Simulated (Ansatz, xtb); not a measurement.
## Relaxing a trial structure of H5O2Si2+

The starting geometry of this gas-phase triplet was built from a drawn formula by distance geometry and a force field; its bonds are those of `[OH2+][SiH2]O[SiH]`.

```xyz
9

O     1.5649   -0.7195    1.7022
O     0.0055    1.4249    1.7332
Si    0.7194    0.3483    2.6957
Si   -1.1813    2.5614    1.8269
H     0.8113   -1.2326    1.2171
H     2.0239   -0.1607    1.0335
H    -0.2698   -0.4662    3.4461
H     1.7854    0.9472    3.5454
H    -2.4576    1.7889    1.8238
```

Task: Predict what becomes of its bonds when it is optimised with r2SCAN-D4/def2-SVP.

Result: It keeps its bonds, and is `[OH2+][SiH2]O[SiH]`. Distances that change by over a tenth: O1–Si3 (1.69 → 1.88 Å).

The energy falls by 0.88 eV over 11 steps:

```tsv
step	E − E(last) (eV)
1	0.883
2	0.371
3	0.109
4	0.081
5	0.072
7	0.010
8	0.005
9	0.001
10	0.000
11	0.000
```

Final geometry (Å):

```yaml
atoms:
  - { symbol: O, position_ang: [1.4542, -0.6336, 1.5454] }
  - { symbol: O, position_ang: [-0.3808, 1.3190, 2.2652] }
  - { symbol: Si, position_ang: [0.6936, 0.3507, 2.9519] }
  - { symbol: Si, position_ang: [-1.2683, 2.6171, 1.6011] }
  - { symbol: H, position_ang: [0.9952, -1.3696, 1.0972] }
  - { symbol: H, position_ang: [2.1770, -0.2999, 0.9803] }
  - { symbol: H, position_ang: [0.1179, -0.7840, 3.6890] }
  - { symbol: H, position_ang: [1.9373, 0.9843, 3.4200] }
  - { symbol: H, position_ang: [-2.7244, 2.3077, 1.4737] }
```

From the same start GFN2-xTB ends elsewhere, differing in O1–Si3 (2.19 against 1.88 Å here).

The end wasn't checked by frequencies. Open shells are spin-unrestricted. The triplet needn't be the ground state. Run with Ansatz 0.2.0, 2.5 min on 1 thread of Intel(R) Xeon(R) Processor @ 2.50GHz (Skylake/Cascade Lake), with other jobs on the host.
